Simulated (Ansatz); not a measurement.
Stepwise reaction of `C#C[Si](Cl)(Cl)C#C` with hydrogen, as a gas-phase model of exchange steps in deposition or etching. ΔE in kJ/mol; ΔG adds harmonic PBE0-D4 terms to CCSD(T)/CBS, at 1 bar.

Program: Ansatz. Geometries: PBE0-D4/def2-TZVP. ΔE: electronic, gas phase. CCSD(T)/CBS adds triple-zeta CCSD(T) − MP2 to the extrapolated MP2 energy (def2 sets, frozen cores). This one scheme is used for every species. DFT in def2-TZVPP. B3LYP here is the variant with VWN-RPA as its local correlation; programs differ in this.

```json
{"step": "1", "reaction": "`C#C[Si](Cl)(Cl)C#C` + H₂ → `C#C[SiH](Cl)Cl` + `C#C`", "PBE-D4": "21.3", "B3LYP-D4": "18.5", "ωB97M-V": "14.9", "CCSD(T)/CBS": "17.4", "ΔG(400 K)": "17.7"}
{"step": "2", "reaction": "`C#C[SiH](Cl)Cl` + H₂ → `Cl[SiH2]Cl` + `C#C`", "PBE-D4": "22.2", "B3LYP-D4": "19.1", "ωB97M-V": "16.2", "CCSD(T)/CBS": "18.6", "ΔG(400 K)": "23.5"}
```

By hand: ΔE of the 2 steps together at CCSD(T)/CBS.

(17.4) + (18.6) = 36.0 kJ/mol, or 18.0 kJ/mol a step.

In ΔE the steps differ by no more than 1.2 kJ/mol. All are uphill at CCSD(T)/CBS. ΔG lies between 17.7 and 23.5 kJ/mol a step. PBE-D4 differs from CCSD(T)/CBS by 3.6 to 3.9 kJ/mol a step. Isolated molecules leave out the surface, adducts and barriers. Largest T1 diagnostic: 0.013.
